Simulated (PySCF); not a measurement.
Methylacetylacetone, C₆H₁₀O₂.
Bonds: C1–C2, C2–O3 (double), C2–C4, C4–C5, C4–C6, C6–C7, C6–O8 (double). Hydrogens: H9, H10, H11 on C1; H12 on C4; H13, H14, H15 on C5; H16, H17, H18 on C7.

The same species was optimised twice, with GFN2-xTB and with PBE0-D3(BJ)/def2-SVP (PySCF), and the same property calculations (PySCF, gas phase) were run on both structures.

```tsv
coordinate	GFN2-xTB	PBE0-D3(BJ)/def2-SVP	change
C2–C4 (Å)	1.528	1.534	+0.006
C1–C2 (Å)	1.498	1.503	+0.005
C4–C5 (Å)	1.524	1.519	-0.005
C4–C6 (Å)	1.532	1.535	+0.003
C6=O8 (Å)	1.204	1.207	+0.003
C6–C7 (Å)	1.499	1.501	+0.002
C2=O3 (Å)	1.206	1.208	+0.002
C4–C6–C7 (°)	113.9	115.8	+1.9
C2–C4–C6 (°)	102.6	104.3	+1.7
C1–C2–C4 (°)	115.8	117.1	+1.3
C1–C2–O3 (°)	123.8	122.7	-1.1
C4–C6–O8 (°)	121.7	120.7	-1.0
C7–C6–O8 (°)	124.3	123.4	-0.9
C2–C4–C5 (°)	114.9	115.2	+0.3
C5–C4–C6 (°)	111.4	111.6	+0.2
C1–C2–C4–C5 (°)	-35	-34	+1
C2–C4–C6–C7 (°)	90	85	-5
```

Rotational constants: A = 2523, B = 1794, C = 1450 MHz (GFN2-xTB) against A = 2526, B = 1769, C = 1404 MHz (PBE0-D3(BJ)/def2-SVP). Point groups within 0.08 Å: C1 and C1.

On the GFN2-xTB structure: lowest singlet, TDDFT (eV) 4.22 [CAM-B3LYP/def2-SVPD]; lowest triplet, Tamm–Dancoff (eV) 3.65 [CAM-B3LYP/def2-SVPD]; isotropic polarisability (au) 75.8 [CAM-B3LYP/def2-SVPD]; HOMO (eV) -8.81 [CAM-B3LYP/def2-SVPD]; LUMO (eV) -0.23 [CAM-B3LYP/def2-SVPD]; dipole (D) 1.89 [CAM-B3LYP/def2-SVPD]; HOMO (eV) -7.28 [PBE0/pcSseg-1]; LUMO (eV) -1.31 [PBE0/pcSseg-1]; dipole (D) 1.80 [PBE0/pcSseg-1]; GIAO shielding of C1/C7 (mean) (ppm) 158.1 [PBE0/pcSseg-1]; GIAO shielding of C2/C6 (mean) (ppm) -23.3 [PBE0/pcSseg-1]; GIAO shielding of O3/O8 (mean) (ppm) -334.1 [PBE0/pcSseg-1]; GIAO shielding of C4 (ppm) 117.0 [PBE0/pcSseg-1]; GIAO shielding of C5 (ppm) 171.5 [PBE0/pcSseg-1].

Problem. What do these properties become on the PBE0-D3(BJ)/def2-SVP structure?

Solution. 
```json
{"property": "lowest singlet, TDDFT (eV)", "level": "CAM-B3LYP/def2-SVPD", "on GFN2-xTB": "4.22", "on PBE0-D3(BJ)/def2-SVP": "4.22", "change": "0.00"}
{"property": "lowest triplet, Tamm–Dancoff (eV)", "level": "CAM-B3LYP/def2-SVPD", "on GFN2-xTB": "3.65", "on PBE0-D3(BJ)/def2-SVP": "3.65", "change": "0.00"}
{"property": "isotropic polarisability (au)", "level": "CAM-B3LYP/def2-SVPD", "on GFN2-xTB": "75.8", "on PBE0-D3(BJ)/def2-SVP": "76.9", "change": "+1.1"}
{"property": "HOMO (eV)", "level": "CAM-B3LYP/def2-SVPD", "on GFN2-xTB": "-8.81", "on PBE0-D3(BJ)/def2-SVP": "-8.84", "change": "-0.03"}
{"property": "LUMO (eV)", "level": "CAM-B3LYP/def2-SVPD", "on GFN2-xTB": "-0.23", "on PBE0-D3(BJ)/def2-SVP": "-0.24", "change": "-0.01"}
{"property": "dipole (D)", "level": "CAM-B3LYP/def2-SVPD", "on GFN2-xTB": "1.89", "on PBE0-D3(BJ)/def2-SVP": "1.68", "change": "-0.21"}
{"property": "energy, GFN2-xTB geometry as zero (kcal/mol)", "level": "CAM-B3LYP/def2-SVPD", "on GFN2-xTB": "0.0", "on PBE0-D3(BJ)/def2-SVP": "-1.0", "change": "-1.0"}
{"property": "HOMO (eV)", "level": "PBE0/pcSseg-1", "on GFN2-xTB": "-7.28", "on PBE0-D3(BJ)/def2-SVP": "-7.30", "change": "-0.02"}
{"property": "LUMO (eV)", "level": "PBE0/pcSseg-1", "on GFN2-xTB": "-1.31", "on PBE0-D3(BJ)/def2-SVP": "-1.32", "change": "-0.01"}
{"property": "dipole (D)", "level": "PBE0/pcSseg-1", "on GFN2-xTB": "1.80", "on PBE0-D3(BJ)/def2-SVP": "1.59", "change": "-0.21"}
{"property": "energy, GFN2-xTB geometry as zero (kcal/mol)", "level": "PBE0/pcSseg-1", "on GFN2-xTB": "0.0", "on PBE0-D3(BJ)/def2-SVP": "-0.7", "change": "-0.7"}
{"property": "GIAO shielding of C1/C7 (mean) (ppm)", "level": "PBE0/pcSseg-1", "on GFN2-xTB": "158.1", "on PBE0-D3(BJ)/def2-SVP": "156.3", "change": "-1.8"}
{"property": "GIAO shielding of C2/C6 (mean) (ppm)", "level": "PBE0/pcSseg-1", "on GFN2-xTB": "-23.3", "on PBE0-D3(BJ)/def2-SVP": "-24.1", "change": "-0.8"}
{"property": "GIAO shielding of O3/O8 (mean) (ppm)", "level": "PBE0/pcSseg-1", "on GFN2-xTB": "-334.1", "on PBE0-D3(BJ)/def2-SVP": "-343.1", "change": "-9.0"}
{"property": "GIAO shielding of C4 (ppm)", "level": "PBE0/pcSseg-1", "on GFN2-xTB": "117.0", "on PBE0-D3(BJ)/def2-SVP": "116.9", "change": "-0.1"}
{"property": "GIAO shielding of C5 (ppm)", "level": "PBE0/pcSseg-1", "on GFN2-xTB": "171.5", "on PBE0-D3(BJ)/def2-SVP": "170.6", "change": "-0.9"}
```

The heavy atoms differ by 0.059 Å rms after alignment. Among bonds between heavy atoms C1–C2, C2–C4 and C4–C5 change most and about equally (-0.005 to +0.006 Å). Changes are differences of the printed values. Neither structure is proved a minimum here.

Shape of the structure used: `[CH3:1][C:2](=[O:3])[CH:4]([CH3:5])[C:6]([CH3:7])=[O:8]`: C1–C2–C4–C5 -34°, C2–C4–C6–C7 85°.
